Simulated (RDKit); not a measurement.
RDKit input (UFF):

```python
from rdkit import Chem
from rdkit.Chem import AllChem, rdDetermineBonds

mol = Chem.MolFromXYZFile('mol.xyz')
rdDetermineBonds.DetermineBonds(mol, charge=0)
print('SMILES', Chem.MolToSmiles(Chem.RemoveHs(mol)))
ff = AllChem.UFFGetMoleculeForceField(mol)
e0 = ff.CalcEnergy()
flag = ff.Minimize(maxIts=5000, forceTol=1e-5)
print(f'energy {e0:.4f} -> {ff.CalcEnergy():.4f} kcal/mol, converged: {flag == 0}')
print(Chem.MolToXYZBlock(mol))
```
mol.xyz:
```
5

F     -1.60322700    -1.30108800    -1.00970400
Ge    -1.00695200    -0.00749100    -0.05200100
F     -1.63756500     1.43365300    -0.73870700
F     -1.74079200    -0.16962300     1.49115400
I      1.45390100     0.01081600     0.07508200
```

Output:

```
SMILES [F][Ge]([F])([F])[I]
energy 3.0493 -> 0.0000 kcal/mol, converged: True
5

F     -1.587791   -1.356886   -1.049097
Ge    -1.062988   -0.007906   -0.054891
F     -1.623575    1.496485   -0.766344
F     -1.731250   -0.176337    1.560247
I      1.470969    0.010911    0.075909
```

The geometry given is a B3LYP-D3(BJ)/def2-TZVP minimum.
